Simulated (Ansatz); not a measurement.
Reaction (ligand exchange at a Mg–O bond): `C[CH2][Mg][O]C` + H–F → `C[CH2][Mg][F]` + CH₃OH

Isolated molecules relaxed with PBE0-D4/def2-TZVP in Ansatz; ΔE leaves out vibrations. CCSD(T)/CBS is the MP2 limit (def2-TZVPP, def2-QZVPP) plus CCSD(T) − MP2 in def2-TZVPP, frozen cores. This one scheme is used for every species. Functionals use def2-TZVPP. B3LYP here is the variant with VWN-RPA as its local correlation; programs differ in this. HSE06 is defined as in plane-wave codes. For Mg outer-core shells are correlated without core-valence functions, which leaves a few kJ/mol of doubt a bond. Each species was taken in one conformer, which may not be the lowest.

`C[CH2][Mg][O]C`:

```xyz
13

C     1.342    1.138   -2.069
C     1.604    0.052   -1.023
Mg    0.060   -0.333    0.332
O    -1.241   -0.663    1.483
C    -2.255   -0.919    2.376
H     1.137    2.110   -1.611
H     0.481    0.901   -2.701
H     2.196    1.283   -2.743
H     1.850   -0.892   -1.524
H     2.500    0.306   -0.444
H    -1.992   -1.726    3.075
H    -2.499   -0.034    2.983
H    -3.182   -1.224    1.867
```

H–F:

Cartesian coordinates in Å:
```
F 0.337 -0.117 -0.291
H -0.337 0.117 0.291
```

`C[CH2][Mg][F]`:

Cartesian coordinates in Å:
```
C 0.445 -1.027 -0.391
C -0.619 -0.070 0.150
Mg -0.013 1.896 0.502
F 0.492 3.556 0.801
H 1.295 -1.127 0.290
H 0.050 -2.038 -0.550
H 0.849 -0.694 -1.352
H -1.471 -0.034 -0.539
H -1.029 -0.462 1.089
```

CH₃OH:

Cartesian coordinates in Å:
```
C -0.313 -0.163 0.046
O 0.605 0.748 -0.513
H -1.269 0.000 -0.452
H -0.459 -0.003 1.122
H -0.018 -1.207 -0.117
H 1.455 0.625 -0.087
```

```
             level  ΔE (kcal/mol)  difference from CCSD(T)/CBS
       LDA (SPW92)          -14.2                         -0.4
            PBE-D4          -15.9                         -2.1
           BLYP-D4          -16.2                         -2.4
         r2SCAN-D4          -15.6                         -1.8
            B97M-V          -16.3                         -2.5
           PBE0-D4          -15.3                         -1.5
          B3LYP-D4          -15.7                         -1.9
        r2SCANh-D4          -15.4                         -1.6
        r2SCAN0-D4          -15.2                         -1.4
          HSE06-D4          -15.3                         -1.5
      CAM-B3LYP-D4          -15.8                         -2.0
           ωB97X-V          -16.1                         -2.3
           ωB97M-V          -15.8                         -2.0
          PBE-QIDH          -14.9                         -1.1
               PBE          -16.4                         -2.6
            revPBE          -17.0                         -3.2
              BLYP          -17.2                         -3.4
            r2SCAN          -15.8                         -2.0
              PBE0          -15.8                         -2.0
             B3LYP          -16.5                         -2.7
           r2SCANh          -15.6                         -1.8
             HSE06          -15.8                         -2.0
             BHLYP          -16.2                         -2.4
         CAM-B3LYP          -16.3                         -2.5
RPA@PBE/def2-TZVPP          -14.3                         -0.5
       HF/def2-SVP          -15.9                         -2.1
      MP2/def2-SVP          -15.2                         -1.4
     CCSD/def2-SVP          -15.3                         -1.5
  CCSD(T)/def2-SVP          -15.1                         -1.3
     HF/def2-TZVPP          -16.2                         -2.4
    MP2/def2-TZVPP          -14.0                         -0.2
SCS-MP2/def2-TZVPP          -14.6                         -0.8
   CCSD/def2-TZVPP          -14.6                         -0.8
CCSD(T)/def2-TZVPP          -14.4                         -0.6
     HF/def2-QZVPP          -16.6                         -2.8
    MP2/def2-QZVPP          -13.9                         -0.1
SCS-MP2/def2-QZVPP          -14.5                         -0.7
      HF/CBS(def2)          -16.7                         -2.9
     MP2/CBS(def2)          -13.5                          0.3
    CCSD/CBS(def2)          -14.0                         -0.2
       CCSD(T)/CBS          -13.8                            0
```

Largest T1 diagnostic among the species: 0.010.

The D4 term adds +0.8 kcal/mol with B3LYP and +0.5 kcal/mol with PBE0; it sums over pairs of atoms, weighted by their polarisabilities, and B3LYP, whose exchange is more repulsive, gets the larger term. Leaving LDA and LC-ωPBE aside and taking each functional with its dispersion term where it has one, the values spread over 1.4 kcal/mol, from B97M-V to PBE-QIDH. LDA lies +2.2 kcal/mol from PBE without D4. At CCSD(T), def2-SVP lies −1.3 kcal/mol from the extrapolated value and def2-TZVPP −0.5 kcal/mol.
